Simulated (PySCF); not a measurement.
Compound: C6H5F2OSi (charge +1).
Geometry (GFN2-xTB, Å), atoms numbered from 1 in this order:
```xyz
15
C6H5F2OSi angstrom
O     -2.646    2.090    0.395
C     -1.850    1.213    0.202
C     -2.210   -0.156   -0.191
C     -1.362   -1.184   -0.387
C      0.081   -1.185   -0.268
C      0.847   -0.127    0.089
C      2.359   -0.181    0.119
F      2.844    0.004   -1.122
F      2.776    0.880    0.859
Si     0.089    1.547    0.438
H     -3.275   -0.305   -0.325
H     -1.791   -2.136   -0.674
H      0.568   -2.126   -0.496
H      2.793   -1.101    0.536
H      0.772    2.776    0.803
```

Probes without a nucleus sit at each ring's centroid and 1 Å off its mean plane on both sides; NICS is minus the shielding there, NICSzz its component along the normal. Level: GIAO PBE0/pcSseg-1 (PySCF, non-relativistic, gas phase) on the GFN2-xTB geometry, one conformer.

Ring bond lengths (Å), with Mayer bond orders in brackets: C2–C3 1.470 (1.00), C3–C4 1.347 (1.74), C4–C5 1.448 (1.17), C5–C6 1.353 (1.59), C6–Si10 1.871 (1.02), Si10–C2 1.981 (0.81).

Give the NICS values of each ring in ppm.

```csv
ring,type,NICS(0),"NICS(1), two faces","NICS(1)zz, two faces",rms pucker (Å),"centre to ring atoms, mean (Å)"
C2–C3–C4–C5–C6–Si10,"6-membered ring with Si; formal bonds 2 double, 4 single",10.0,3.4 / 3.5,10.5 / 10.6,0.01,1.57
```

What do they say, and how far can they be read as aromaticity?

- C2–C3–C4–C5–C6–Si10: mean NICS(1)zz 10.5 ppm, deshielded. NICS(0) lies 7 ppm above the mean NICS(1).

How shielded are the nuclei of the rings and their hydrogens (means over atoms taken as equivalent)?

| atoms | environment | σ isotropic (ppm) | principal values of the symmetric part, first atom (ppm) |
| --- | --- | --- | --- |
| C2 | carbonyl carbon | -18.0 | -103.6, -32.1, 81.9 |
| C3 | alkene CH carbon | 43.7 | -45.8, 51.2, 125.6 |
| C4 | alkene CH carbon | 43.1 | -76.1, 45.6, 159.9 |
| C5 | alkene CH carbon | 16.8 | -113.4, 4.1, 159.8 |
| C6 | fully substituted alkene carbon | 16.3 | -56.0, -12.7, 117.6 |
| Si10 | silicon bonded to 2 C and H | 142.9 | -254.8, 312.2, 371.2 |
| H11 | vinylic hydrogen | 25.03 | 23.0, 24.1, 28.0 |
| H12 | vinylic hydrogen | 23.97 | 22.2, 22.7, 27.0 |
| H13 | vinylic hydrogen | 23.32 | 19.5, 22.6, 27.9 |
| H15 | Si–H hydrogen | 23.12 | 20.9, 21.7, 26.8 |
